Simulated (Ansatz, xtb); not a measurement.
System: sum formula ScO$_{2}$H$_{2}$, net charge 0, doublet state. The spin state was set by rule; other spins were not relaxed. SMILES: [OH][Sc][OH]
Structure (B3LYP-D3(BJ)/def2-TZVP (Ansatz, an electronic-structure program) minimum search):
```
Sc
O 1 1.8623
H 2 0.9556 1 161.85
O 1 1.8623 2 129.65 3 0.00
H 4 0.9556 1 161.85 2 0.00
```
Charge 0, spin multiplicity 2.

Harmonic wavenumbers from GFN2-xTB (xtb, at its own minimum), cm⁻¹: 37, 183, 329, 333, 334, 521, 689, 3696, 3697.

**Question.** Give the harmonic wavenumbers at B3LYP-D3(BJ)/def2-TZVP (Ansatz, finite differences of forces, unscaled).

**Answer.** 119, 352, 362, 369, 390, 687, 738, 3934, 3936 cm⁻¹. Zero-point energy 15.6 kcal/mol.

**Question.** From these and the geometry, give the ideal-gas thermochemistry at 298.15 K and 1 atm (rigid rotor, harmonic oscillator).

**Answer.** Point group C2v, rotational symmetry number 2. Rotational constants 35.62, 4.939, 4.338 GHz. S(trans) 39.01, S(rot) 22.18, S(vib) 8.06, S(elec, spin only) 1.38, S 70.6 cal/(mol K). H(298) - H(0) 3.80 kcal/mol; G - E(el) -1.7 kcal/mol.
